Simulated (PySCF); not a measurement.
A species of formula C6H7NS has this rotational fingerprint, computed with PBE0/pcSseg-1 in PySCF (dipole) on a GFN2-xTB geometry, gas phase:

- Rotational constants: A = 4307, B = 1261, C = 981.6 MHz
- Dipole components: |μa| = 1.28 D, |μb| = 0.12 D, |μc| = 0.00 D
- Inertial defect: -3.19 u·Å²
- κ: -0.83

Question: Which structure is it? (One computed conformer of each.)
A. `[N:1]#[C:2][CH2:3][C@H:4]1[CH2:5][CH:6]=[CH:7][S:8]1` with C2–C3–C4–C5 65°, C3–C4–C5–C6 97°, C4–C5–C6–C7 16°, C6–C7–S8–C4 -10°, C3–C4–S8–C7 -103°
B. `[N:1]#[C:2][C@H:3]1[CH:4]=[CH:5][S:6][CH2:7][CH2:8]1` with C2–C3–C4–C5 102°, C4–C5–S6–C7 -9°, C5–S6–C7–C8 41°, S6–C7–C8–C3 -68°
C. `[CH3:1][S:2][c:3]1[cH:4][cH:5][cH:6][cH:7][n:8]1` with C1–S2–C3–C4 180°

Answer: C. It is CSc1ccccn1, an asymmetric top, point group Cs. The candidates at the same level (rigid rotor, commonest isotopes):

```csv
SMILES,A (MHz),B (MHz),C (MHz),μa (D),μb (D),μc (D),Δ (u·Å²),point group,rotor
N#C[C@H]1C=CSCC1,3130,1364,1206,1.69,0.06,2.96,-112.97,C1,asymmetric top
CSc1ccccn1,4307,1261,981.6,1.28,0.12,0.00,-3.19,Cs,asymmetric top
N#CC[C@H]1CC=CS1,3818,1143,961.1,2.84,0.16,0.59,-48.50,C1,asymmetric top
```

`N#CC[C@H]1CC=CS1` has A 11 % too low; `N#C[C@H]1C=CSCC1` has A 27 % too low. In the right answer the mirror of this Cs structure is the ab plane, so μc vanishes by symmetry. No structure here is proved a minimum.
